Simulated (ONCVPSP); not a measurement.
## Configuration tests for Ca (ONCV)

```json
{
  "Element": "calcium",
  "Generator": "ONCVPSP 4.0.1",
  "Type": "optimised norm-conserving Vanderbilt (ONCV)",
  "Functional": "PBE",
  "Relativity": "scalar-relativistic",
  "Frozen core": "[Ne]",
  "Valence charge": "10",
  "Reference configuration": "3s2 3p6 4s2",
  "Partial waves": "3s+4s: rc 1.80 bohr, ncon 5, nbas 9, qcut 6.4 1/bohr, 2 projectors; 3p: rc 1.50 bohr, ncon 4, nbas 9, qcut 11.7 1/bohr, 2 projectors, debl 1.8 Ha; d scattering state at 0.07 Ha: rc 1.80 bohr, ncon 3, nbas 7, qcut 5.1 1/bohr, 1 projector",
  "Local potential": "polynomial inside 1.30 bohr (lpopt 5, dvloc0 0 Ha)",
  "Core correction": "Teter function, fcfact 5, rcfact 1.1"
}
```

In the d channel the program set the typed energies aside and used -0.072 Ha.

Energies are relative to the spin-unpolarised reference configuration 3s2 3p6 4s2; without spin polarisation the order of configurations can differ from experiment.

| valence configuration | charge | ΔE all-electron (eV) | error AE − PS (meV) |
| --- | --- | --- | --- |
| 3s2 3p6 4s1 | +1 | 6.309 | -0.3 |
| 3s2 3p6 4s0 | +2 | 18.130 | -1.7 |
| 3s2 3p6 4s1.5 | +0.5 | 2.504 | -0.1 |
| 3s2 3p6 3d1 4s0 | +1 | 7.689 | +29 |
